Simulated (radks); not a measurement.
Valence configurations of Ru2+ (all share [Kr]). All-electron calculation, scalar-relativistic Kohn-Sham, SCAN, spin-polarised, spherical densities, finite nucleus; open shells are filled with parallel spins first (spin-orbit coupling, left out, can overturn this in heavy ions); meta-GGA in the generalised Kohn-Sham scheme; Fermi nuclear charge, rms radius 4.4809 fm. Program: a radial shooting solver on a logarithmic mesh with Libxc functionals. Energies are relative to 4d6; eigenvalues in eV for spin up.

valence,E (eV),moment (Bohr magnetons),e(4d),e(5p),e(5s)
4d6,0.000,4,-25.604,-,-
4d5.5 5s0.5,1.179,5,-27.592,-,-20.674
4d5 5s1,2.081,6,-29.548,-,-22.011
4d5.5 5p0.5,4.293,5,-28.127,-14.688,-
4d5 5p1,8.659,6,-30.637,-15.943,-
4d4 5s2,13.681,4,-32.998,-,-23.161
4d4.5 5p1.5,16.251,6,-32.855,-17.137,-
4d4 5s1 5p1,17.481,6,-34.066,-17.379,-24.319
4d4 5s0.5 5p1.5,20.966,6,-34.591,-17.669,-24.669
4d4 5p2,24.459,6,-35.073,-17.955,-

NIST lists [Kr] 4d6 as the ground configuration; this level of theory agrees among the configurations tried. The energies are those of spherical high-spin densities, not of single terms.
